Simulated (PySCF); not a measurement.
CH₃O₃S, SMILES CS(=O)(=O)[O-], charge -1. Geometry: PBE-D3(BJ)/def2-SVPD.

Computed equilibrium geometry at PBE-D3(BJ)/def2-SVPD (PySCF confirms it by a frequency run) as a Z-matrix, and its point group:
point group C3v.
```
S
O 1 1.5123
O 1 1.5123 2 114.14
O 1 1.5123 2 114.14 3 133.77
C 1 1.8371 2 104.27 3 -113.12
H 5 1.1050 1 108.02 2 180.00
H 5 1.1050 6 110.88 1 -118.19
H 5 1.1050 6 110.88 7 -123.63
```
Charge -1, spin multiplicity 1.
